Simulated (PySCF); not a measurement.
NMR data simulated for an unnamed compound:

1H NMR (600 MHz, computed): δ 8.62 (m, 1H), 4.95 (sept, 1H), 0.53 (d, 6H).

13C{1H} NMR (computed): δ 197.5 (C), 169.6 (CH), -1.8 (CH3).

[PySCF: geometry: PBE0-D3(BJ)/def2-SVP; GIAO B97-2/pcSseg-1 shieldings; fast rotation and ring inversion assumed for equivalent nuclei; no solvent model; single conformer; no relativistic terms]

Referencing at the same level of theory: 1H (σ = 31.38 ppm), 13C (σ = 183.69 ppm) vs TMS.

**Question.** Which of these does the molecule contain: a nitrile, a Si–H bond, a non-aromatic C=C double bond, a Si–CH3 group, a heteroaromatic ring, a CH3CH2 unit?

**Answer.** 
- A nitrile: no.
- A Si–H bond: yes (δH 4.95 (sept)).
- A non-aromatic C=C double bond: no.
- A Si–CH3 group: yes (δC -1.8; δH 0.53 (d)).
- A heteroaromatic ring: yes.
- A CH3CH2 unit: no.

The data belong to `InChI=1S/C4H8FN2PSi/c1-9(2)7-3-8-4(5)6-7/h3,9H,1-2H3`; they needn't prove each group on their own.

Carbon signals by region: 2 in the far downfield region (above 160 ppm), 1 below 50 ppm. Above 160 ppm: 197.5, ring carbon next to a ring phosphorus, 169.6, ring CH next to a ring phosphorus.

Splittings by 19F and 31P in the carbon and heteronuclear signals aren't shown, as no couplings were computed. Shifts are as computed. Against solution values, carbons near 30 ppm lie about +1 ppm off and those near 130 ppm about +2 ppm (rms about the fit 1.9 ppm; single classes can miss by 10 ppm). Of 1328 compounds with measured shifts, 309 miss one by over three times the rms of a fit or turn the order of signals round; such compounds aren't used in these exercises. Signals without a measured value on file couldn't be tested in this way. Multiplicities follow the n + 1 count of equivalent neighbours, as no J values were calculated; m marks all less simple cases, F and P coupling included.
